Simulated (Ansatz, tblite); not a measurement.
Forces on Cs3I2 at its PBE-D4/def2-SVP geometry. Total charge 0; doublet.

In the def2 sets Cs, I take a core potential; there is no spin–orbit coupling. The xTB rows come from tblite. Another isomer (doublet) lies 0.06 eV lower at PBE0-D4/def2-TZVP; other spin states weren't run for this one.

GFN1-xTB (tblite), largest force 0.33 eV/Å:

```xyz
5
positions Å, forces eV/Å
Cs    4.343    1.104    1.047   -0.324   -0.051    0.007
Cs   -1.660   -1.202   -2.533    0.040    0.073    0.180
Cs   -0.574    0.674    2.098    0.139   -0.048   -0.196
I     1.484   -0.141   -0.985    0.180    0.017   -0.029
I    -3.592   -0.435    0.372   -0.035    0.009    0.039
```

GFN2-xTB (tblite), largest force 0.38 eV/Å:

```
Cs -0.012 0.064 0.178
Cs -0.090 0.005 0.056
Cs 0.103 0.105 0.237
I -0.167 -0.142 -0.310
I 0.166 -0.033 -0.160
```

PBE-D4/def2-TZVP (Ansatz), largest force 0.09 eV/Å:

```
Cs -0.021 -0.005 -0.005
Cs 0.003 0.030 0.080
Cs -0.003 -0.020 -0.052
I -0.044 -0.002 0.014
I 0.065 -0.004 -0.038
```
